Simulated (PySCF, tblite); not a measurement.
Isomers of C2H9NOSi3, one GFN2-xTB conformer each. Single-point energies are computed at PBE0/pcSseg-1 (PySCF, gas phase, no added dispersion term), electronic only.

Question: Rank them by PBE0/pcSseg-1 energy, lowest first (kJ/mol).
A. `[N:1]#[C:2][CH2:3][O:4][SiH:5]([SiH3:6])[SiH3:7]` with C2–C3–O4–Si5 164°, C3–O4–Si5–Si6 179°
B. `[CH:1]#[C:2][Si@H:3]([SiH3:4])[O:5][SiH2:6][NH2:7]` with C2–Si3–O5–Si6 -53°, Si3–O5–Si6–N7 -3°, O5–Si6–N7–H 40° and 179°
C. `[SiH3:1][O:2][Si@@H:3]1[CH:4]=[CH:5][SiH2:6][NH:7]1` with Si1–O2–Si3–C4 60°

Answer: C (0.0), B (210.1), A (354.2).

As drawn, the lowest has an N–H bond, an Si–C bond and a C=C bond outside aromatic rings, which the highest lacks; the highest has a C≡N group and an Si–Si bond, which the lowest lacks. GFN2-xTB itself gives, in the same order: 0.0, 199.3, 357.8. Both levels put the same isomer lowest; measured from each level's own lowest isomer, the values differ by up to 10.8 kJ/mol (C#C[Si@H]([SiH3])O[SiH2]N: 199.3 against 210.1).

Question: Which frontier levels, dipoles and rotational constants go with these structures?

Answer: 
| SMILES | HOMO (eV, PBE0/pcSseg-1) | LUMO (eV) | dipole (D) | A, B, C (MHz) |
| --- | --- | --- | --- | --- |
| [SiH3]O[Si@@H]1C=C[SiH2]N1 | -7.42 | -0.77 | 0.72 | 2951, 852.0, 808.6 |
| C#C[Si@H]([SiH3])O[SiH2]N | -7.41 | -0.72 | 1.97 | 1884, 909.0, 661.8 |
| N#CCO[SiH]([SiH3])[SiH3] | -8.28 | -1.33 | 3.92 | 1599, 840.1, 603.1 |

Question: What happens when harmonic zero-point energies from GFN2-xTB frequencies are added?

Answer: 
| SMILES | ZPE (kJ/mol) | electronic (kJ/mol) | with ZPE (kJ/mol) |
| --- | --- | --- | --- |
| [SiH3]O[Si@@H]1C=C[SiH2]N1 | 263.8 | 0.0 | 0.0 |
| C#C[Si@H]([SiH3])O[SiH2]N | 254.6 | 210.1 | 200.9 |
| N#CCO[SiH]([SiH3])[SiH3] | 250.6 | 354.2 | 340.9 |

The zero-point energies span 13.2 kJ/mol. The order is unchanged.
